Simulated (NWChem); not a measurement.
Everything below was run with NWChem. System: H$_{3}$B, charge 0, spin multiplicity 1, at a geometry optimised with B3LYP/def2-SVP. The structure started from a generated list of species. Level: TD-B3LYP/def2-SVPD, VWN1-RPA local correlation.

The NWChem input:

```
start mol
memory heap 200 mb stack 900 mb global 1100 mb
geometry units angstroms nocenter noautoz
  B      0.000000     0.000000    -0.000000
  H      0.000000     0.000000     1.204392
  H     -1.043033     0.000000    -0.602195
  H      1.043033     0.000000    -0.602195
  symmetry group C2v
end
basis spherical
  * library def2-svpd
end
dft
  xc b3lyp
  semidirect memsize 60000000 filesize 0
  iterations 100
end
tddft
  rpa
  nroots 5
  notriplet
  thresh 1e-4
end
task tddft energy
```

NWChem printed:

```
             Northwest Computational Chemistry Package (NWChem) 7.3.0
             --------------------------------------------------------

                                NWChem Input Module
                                -------------------

 Scaling coordinates for geometry "geometry" by  1.889725989
 (inverse scale =  0.529177249)

 Turning off AUTOSYM since
 SYMMETRY directive was detected!

                             Geometry "geometry" -> ""
                             -------------------------

 Output coordinates in angstroms (scale by  1.889725989 to convert to a.u.)

  No.       Tag          Charge          X              Y              Z
 ---- ---------------- ---------- -------------- -------------- --------------
    1 B                    5.0000     0.00000000     0.00000000     0.00000000
    2 H                    1.0000     0.00000000     0.00000000     1.20439200
    3 H                    1.0000    -1.04303300     0.00000000    -0.60219500
    4 H                    1.0000     1.04303300     0.00000000    -0.60219500

 Effective nuclear repulsion energy (a.u.)       7.3516160856

            Nuclear Dipole moment (a.u.)
            ----------------------------
        X                 Y               Z
 ---------------- ---------------- ----------------
     0.0000000000     0.0000000000     0.0000037795

      Symmetry information
      --------------------

 Group name             C2v
 Group number             16
 Group order               4
 No. of unique centers     3

      Symmetry unique atoms

     1    2    3


 Summary of "ao basis" -> "" (spherical)
 ------------------------------------------------------------------------------
       Tag                 Description            Shells   Functions and Types
 ---------------- ------------------------------  ------  ---------------------
 *                         def2-svpd                  on all atoms

                                 NWChem DFT Module
                                 -----------------

 Summary of "ao basis" -> "ao basis" (spherical)
 ------------------------------------------------------------------------------
       Tag                 Description            Shells   Functions and Types
 ---------------- ------------------------------  ------  ---------------------
 B                         def2-svpd                 8       20   4s2p2d
 H                         def2-svpd                 4        8   2s2p

 Summary of "ao basis" -> "ao basis" (spherical)
 ------------------------------------------------------------------------------
       Tag                 Description            Shells   Functions and Types
 ---------------- ------------------------------  ------  ---------------------
 B                         def2-svpd                 8       20   4s2p2d
 H                         def2-svpd                 4        8   2s2p

      Symmetry analysis of basis
      --------------------------

        a1         20
        a2          4
        b1         12
        b2          8

            General Information
            -------------------
          SCF calculation type: DFT
          Wavefunction type:  closed shell.
          No. of atoms     :     4
          No. of electrons :     8
           Alpha electrons :     4
            Beta electrons :     4
          Charge           :     0
          Spin multiplicity:     1
          Use of symmetry is: off; symmetry adaption is: on
          Maximum number of iterations: 100
          AO basis - number of functions:    44
                     number of shells:    20
          Convergence on energy requested:  1.00D-06
          Convergence on density requested:  1.00D-05
          Convergence on gradient requested:  5.00D-04

              XC Information
              --------------
                         B3LYP Method XC Potential
                     Hartree-Fock (Exact) Exchange  0.200
                        Slater Exchange Functional  0.800 local
                    Becke 1988 Exchange Functional  0.720 non-local
              Lee-Yang-Parr Correlation Functional  0.810
                  VWN I RPA Correlation Functional  0.190 local

             Grid Information
             ----------------
          Grid used for XC integration:  medium
          Radial quadrature: Mura-Knowles
          Angular quadrature: Lebedev.
          Tag              B.-S. Rad. Rad. Pts. Rad. Cut. Ang. Pts.
          ---              ---------- --------- --------- ---------
          B                   0.85       49           7.0       434
          H                   0.35       45           8.0       434
          Grid pruning is: on
          Number of quadrature shells:   184
          Spatial weights used:  Erf1

          Convergence Information
          -----------------------
          Convergence aids based upon iterative change in
          total energy or number of iterations.
          Levelshifting, if invoked, occurs when the
          HOMO/LUMO gap drops below (HL_TOL):  1.00D-02
          DIIS, if invoked, will attempt to extrapolate
          using up to (NFOCK): 10 stored Fock matrices.

                    Damping( 0%)  Levelshifting(0.5)       DIIS
                  --------------- ------------------- ---------------
          dE  on:    start            ASAP                start
          dE off:    2 iters        100 iters           100 iters

      Screening Tolerance Information
      -------------------------------
          Density screening/tol_rho:  1.00D-10
          AO Gaussian exp screening on grid/accAOfunc:  14
          CD Gaussian exp screening on grid/accCDfunc:  20
[...]
    38      0.341609  4 H  s                 36      0.239573  3 H  pz
    44      0.239573  4 H  pz                 7      0.201148  1 B  pz
    21      0.133806  2 H  s                 10      0.097775  1 B  pz

 center of mass
 --------------
 x =   0.00000000 y =   0.00000000 z =   0.00000027

 moments of inertia (a.u.)
 ------------------
           7.830857142541           0.000000000000           0.000000000000
           0.000000000000          15.661706915986           0.000000000000
           0.000000000000           0.000000000000           7.830849773444

     Multipole analysis of the density
     ---------------------------------

     L   x y z        total         alpha         beta         nuclear
     -   - - -        -----         -----         ----         -------
     0   0 0 0     -0.000000     -4.000000     -4.000000      8.000000

     1   1 0 0      0.000000      0.000000      0.000000      0.000000
     1   0 1 0     -0.000000     -0.000000     -0.000000      0.000000
     1   0 0 1     -0.000001     -0.000002     -0.000002      0.000004

     2   2 0 0     -7.075225     -7.422637     -7.422637      7.770049
     2   1 1 0      0.000000      0.000000      0.000000      0.000000
     2   1 0 1      0.000000      0.000000      0.000000      0.000000
     2   0 2 0     -5.391752     -2.695876     -2.695876      0.000000
     2   0 1 1      0.000000      0.000000      0.000000      0.000000
     2   0 0 2     -7.075225     -7.422641     -7.422641      7.770056

                                NWChem TDDFT Module
                                -------------------

            General Information
            -------------------
           No. of orbitals :      88
            Alpha orbitals :      44
             Beta orbitals :      44
        Alpha frozen cores :       0
         Beta frozen cores :       0
     Alpha frozen virtuals :       0
      Beta frozen virtuals :       0
         Spin multiplicity :       1
    Number of AO functions :      44
        Use of symmetry is : off
      Symmetry adaption is : on
         Schwarz screening :  0.10D-07

              XC Information
              --------------
                  B3LYP Method XC Potential
              Hartree-Fock (Exact) Exchange   0.20
                 Slater Exchange Functional   0.80 local
             Becke 1988 Exchange Functional   0.72 non-local
       Lee-Yang-Parr Correlation Functional   0.81
           VWN I RPA Correlation Functional   0.19 local

             TDDFT Information
             -----------------
          Calculation type : TDDFT
         Wavefunction type : Restricted singlets
          No. of electrons :       8
           Alpha electrons :       4
            Beta electrons :       4
              No. of roots :       5
          Max subspacesize :    5000
            Max iterations :     100
               Target root :       1
           Target symmetry : none
      Symmetry restriction : off
                 Algorithm : Optimal
        Davidson threshold :  0.10D-03

            Memory Information
            ------------------
          Available GA space size is         144177264 doubles
          Available MA space size is          50657172 doubles
          Length of a trial vector is          160
          Algorithm : Incore multiple tensor contraction
          Estimated peak GA usage is           3286784 doubles
          Estimated peak MA usage is             18000 doubles

    5 smallest eigenvalue differences (eV)
--------------------------------------------------------
  No. Spin  Occ  Vir  Irrep   E(Occ)    E(Vir)   E(Diff)
--------------------------------------------------------
    1    1    4    5 b2       -0.357    -0.082     7.488
    2    1    3    5 a2       -0.357    -0.082     7.488
    3    1    4    6 a1       -0.357     0.024    10.350
    4    1    3    6 b1       -0.357     0.024    10.350
    5    1    2    5 b2       -0.513    -0.082    11.750
--------------------------------------------------------

  Entering Davidson iterations
  Restricted singlet excited states

  Iter   NTrls   NConv    DeltaV     DeltaE      Time
  ----  ------  ------  ---------  ---------  ---------
    1      5       0     0.19E+00   0.10+100        0.6
    2     15       0     0.61E-01   0.20E-01        1.4
    3     25       0     0.14E-01   0.14E-02        1.3
    4     35       2     0.20E-02   0.11E-03        1.0
    5     41       3     0.93E-03   0.97E-06        0.6
    6     45       3     0.28E-03   0.24E-06        0.5
    7     49       5     0.10E-03   0.26E-07        0.5
  ----  ------  ------  ---------  ---------  ---------
  Convergence criterion met

  Ground state a1        -26.592061841739 a.u.

  ----------------------------------------------------------------------------
  Root   1 singlet b2             0.213526607 a.u.                5.8104 eV
  ----------------------------------------------------------------------------
     Transition Moments    X  0.00000   Y  0.00000   Z  0.00000
     Transition Moments   XX -0.00000  XY  0.00005  XZ -0.00000
     Transition Moments   YY -0.00000  YZ  1.32855  ZZ -0.00000
     Dipole Oscillator Strength                    0.0000000000
     Electric Quadrupole                           0.0000000915
     Magnetic Dipole                               0.0000035187
     Total Oscillator Strength                     0.0000036102

          sigma_e =   1.3853 Angstrom
          sigma_h =   1.2656 Angstrom
         |d_h->e| =   0.3520 Angstrom
            d_exc =   1.9151 Angstrom
            d_CD1 =   0.4717 Angstrom
            d_CD2 =  -0.9734 Angstrom
            d_CD3 =   2.2671 Angstrom
     Pearson C.C. =  -0.0065

     Occ.    4  a1  ---  Virt.    5  b2  -0.99924 X
  ----------------------------------------------------------------------------
  Root   2 singlet a2             0.213526758 a.u.                5.8104 eV
  ----------------------------------------------------------------------------
     Transition Moments    X -0.00000   Y  0.00000   Z -0.00000
     Transition Moments   XX  0.00000  XY -1.32855  XZ  0.00000
     Transition Moments   YY  0.00000  YZ  0.00005  ZZ -0.00000
     Dipole Oscillator Strength                    0.0000000000
     Electric Quadrupole                           0.0000000915
     Magnetic Dipole                               0.0000035187
     Total Oscillator Strength                     0.0000036102

          sigma_e =   1.3853 Angstrom
          sigma_h =   1.2656 Angstrom
         |d_h->e| =   0.3520 Angstrom
            d_exc =   1.9151 Angstrom
            d_CD1 =   0.4717 Angstrom
            d_CD2 =  -0.9734 Angstrom
            d_CD3 =   2.2671 Angstrom
     Pearson C.C. =  -0.0065

     Occ.    3  b1  ---  Virt.    5  b2   0.99924 X
  ----------------------------------------------------------------------------
  Root   3 singlet a1             0.344376535 a.u.                9.3710 eV
  ----------------------------------------------------------------------------
     Transition Moments    X -0.00000   Y -0.00000   Z -0.73462
     Transition Moments   XX  0.64617  XY  0.00000  XZ  0.00000
     Transition Moments   YY -0.00001  YZ  0.00000  ZZ -0.64615
     Dipole Oscillator Strength                    0.1239002221
     Electric Quadrupole                           0.0000000908
     Magnetic Dipole                               0.0000000000
     Total Oscillator Strength                     0.1239003129

          sigma_e =   3.1014 Angstrom
          sigma_h =   1.2657 Angstrom
         |d_h->e| =   0.3313 Angstrom
            d_exc =   3.3616 Angstrom
            d_CD1 =   2.1670 Angstrom
            d_CD2 =  -1.8522 Angstrom
            d_CD3 =   3.6929 Angstrom
     Pearson C.C. =   0.0038

     Occ.    4  a1  ---  Virt.    6  a1   0.99947 X
  ----------------------------------------------------------------------------
  Root   4 singlet b1             0.344388094 a.u.                9.3713 eV
  ----------------------------------------------------------------------------
     Transition Moments    X -0.73472   Y -0.00000   Z  0.00000
     Transition Moments   XX -0.00000  XY  0.00000  XZ  0.64628
     Transition Moments   YY  0.00000  YZ  0.00000  ZZ  0.00000
     Dipole Oscillator Strength                    0.1239364254
     Electric Quadrupole                           0.0000000908
     Magnetic Dipole                               0.0000000000
     Total Oscillator Strength                     0.1239365162

          sigma_e =   3.1012 Angstrom
          sigma_h =   1.2657 Angstrom
         |d_h->e| =   0.3312 Angstrom
            d_exc =   3.3614 Angstrom
            d_CD1 =   2.1668 Angstrom
            d_CD2 =  -1.8522 Angstrom
            d_CD3 =   3.6927 Angstrom
     Pearson C.C. =   0.0038

     Occ.    3  b1  ---  Virt.    6  a1   0.99947 X
  ----------------------------------------------------------------------------
  Root   5 singlet b2             0.406511595 a.u.               11.0617 eV
  ----------------------------------------------------------------------------
     Transition Moments    X -0.00000   Y  0.58312   Z -0.00000
     Transition Moments   XX -0.00000  XY -0.00000  XZ -0.00000
     Transition Moments   YY -0.00000  YZ -0.00001  ZZ -0.00000
     Dipole Oscillator Strength                    0.0921506684
     Electric Quadrupole                           0.0000000000
     Magnetic Dipole                               0.0000000000
     Total Oscillator Strength                     0.0921506684

          sigma_e =   1.6103 Angstrom
          sigma_h =   1.2152 Angstrom
         |d_h->e| =   0.0000 Angstrom
            d_exc =   2.2312 Angstrom
            d_CD1 =   0.3950 Angstrom
            d_CD2 =  -1.4127 Angstrom
            d_CD3 =   2.2312 Angstrom
     Pearson C.C. =  -0.2322

     Occ.    2  a1  ---  Virt.    5  b2   0.93498 X
     Occ.    3  b1  ---  Virt.   12  a2  -0.24547 X
     Occ.    3  b1  ---  Virt.   20  a2   0.06101 X
     Occ.    4  a1  ---  Virt.   13  b2  -0.24548 X
     Occ.    4  a1  ---  Virt.   21  b2  -0.06101 X

              Target root =      1
          Target symmetry = none
      Ground state energy =    -26.592061841739
        Excitation energy =      0.213526606571
     Excited state energy =    -26.378535235168

  stored tddft:energy   -26.378535235168385

 Task  times  cpu:        6.4s     wall:        6.4s

 Total times  cpu:        6.4s     wall:        6.4s
```
